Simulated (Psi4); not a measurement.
I$_{4}$Ti, singlet, geometry from GFN2-xTB (such geometries of metal compounds can be far from the true shape) (core potentials on I). Base run: PBE/def2-SV(P) (Psi4).

Here is a job for Psi4.
```
memory 2 GB

molecule {
0 1
  Ti   -0.00000000    0.00000000   -0.00000000
  I     2.09524070   -0.59546698   -1.49603154
  I     0.78783176    0.44202976    2.48327520
  I    -1.17364265    2.16819622   -0.95090116
  I    -1.70942982   -2.01475900   -0.03634250
}

set basis def2-sv(p)

energy('pbe')
print_variables()
```

Each row names what was changed in the base input (with any setting that the change needs).

| change | ΔE vs base (µEh) | SCF cycles | grid points | basis functions | outcome |
|---|---|---|---|---|---|
| base | 0.0 | 15 | 108341 | 128 | converged |
| dft_spherical_points = 590 | -29.7 | 15 | 208518 | 128 | converged |
| cholesky_tolerance = 1e-3 (with scf_type cd) | ? | 16 | 108341 | 128 | converged |
| diis_max_vecs = 3 | - | - | - | 128 | not converged |
| cholesky_tolerance = 1e-6 (with scf_type cd) | - | - | - | 128 | input refused |
| basis_guess = sto-3g | - | - | - | 128 | stopped with an error |
| guess = core | 0.0 | 98 | 108341 | 128 | converged |
| soscf = true | 0.0 | 13 | 108341 | 128 | converged |
| dft_spherical_points = 434 | -21.5 | 15 | 155369 | 128 | converged |
| scf_type = disk_df | 0.0 | 15 | 108341 | 128 | converged |
| df_basis_scf = def2-universal-jkfit | 0.0 | 15 | 108341 | 128 | converged |
| scf_initial_accelerator = ediis | 0.0 | 16 | 108341 | 128 | converged |
| df_basis_scf = cc-pvtz-jkfit | - | - | - | 128 | input refused |

Q: Complete the blanks.

A: 
- cholesky_tolerance = 1e-3 (with scf_type cd), ΔE vs base (µEh): -4985

- cholesky_tolerance = 1e-6 (with scf_type cd): ended with `Fatal Error: Not enough memory for CD.`
- basis_guess = sto-3g: ended with `psi4.driver.p4util.exceptions.ValidationError: Projecting from basis (STO-3G) with (0) ECP electrons to basis (DEF2-SV(P)) with (112) ECP electrons will be a disaster. Select a compatible cast-up basis with 'set guess_basis YOUR_BASIS_HERE'.`
- df_basis_scf = cc-pvtz-jkfit: ended with `psi4.driver.qcdb.exceptions.BasisSetNotFound: BasisSet::construct: Unable to find a basis set for atom 1 for key JKFIT among:`
